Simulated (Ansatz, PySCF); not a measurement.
(1S)-1-bromo-1-chloroethane (C2H4BrCl), SMILES C[C@@H](Cl)Br. Atoms are numbered in the order given.

```xyz
8

C     -1.6595    -1.0254     0.2883
C     -0.2136    -0.6504     0.4791
Cl     0.8499    -1.6933    -0.4905
Br     0.0781     1.2274     0.0424
H     -1.9551    -0.8981    -0.7622
H     -1.8041    -2.0788     0.5721
H     -2.3000    -0.3923     0.9190
H      0.1147    -0.7494     1.5201
```
Charge 0, spin multiplicity 1.

The structure is a stationary point at PBE0-D3(BJ)/def2-SVP.

Vertical ionisation energy (IE) and electron affinity (EA) in eV. Rows of orbital energies are one-electron estimates. Where ΔSCF, EOM or ADC give a negative EA the extra electron is unbound and the value depends on the basis.

```json
[
 {"level": "−ε(HOMO), −ε(LUMO), CAM-B3LYP/def2-TZVP (PySCF)", "IE": "9.52", "EA": "-0.55"},
 {"level": "−ε(HOMO), −ε(LUMO), PBE/def2-TZVP (PySCF)", "IE": "[?]", "EA": "[?]"},
 {"level": "ΔSCF, CAM-B3LYP/def2-SVPD (Ansatz), final states of multiplicity 2 and 2", "IE": "10.69", "EA": "-0.93"},
 {"level": "ΔSCF, PBE/def2-SVPD (Ansatz), final states of multiplicity 2 and 2", "IE": "10.16", "EA": "-0.72"}
]
```

Task: Some entries are withheld; supply them. (Estimate from the structure and the level; the computed values follow.)

Result: 
- −ε(HOMO), −ε(LUMO), PBE/def2-TZVP (PySCF), IE: 6.85
- −ε(HOMO), −ε(LUMO), PBE/def2-TZVP (PySCF), EA: 1.60

Task: What vertical singlet–triplet gap does ΔSCF give with CAM-B3LYP/def2-SVPD (Ansatz, a program for electronic structure) and with PBE/def2-SVPD (Ansatz)? (The exact figures need the calculation; the answer reports its results.)

Result: 5.47 and 5.14 eV (triplet above singlet where positive).
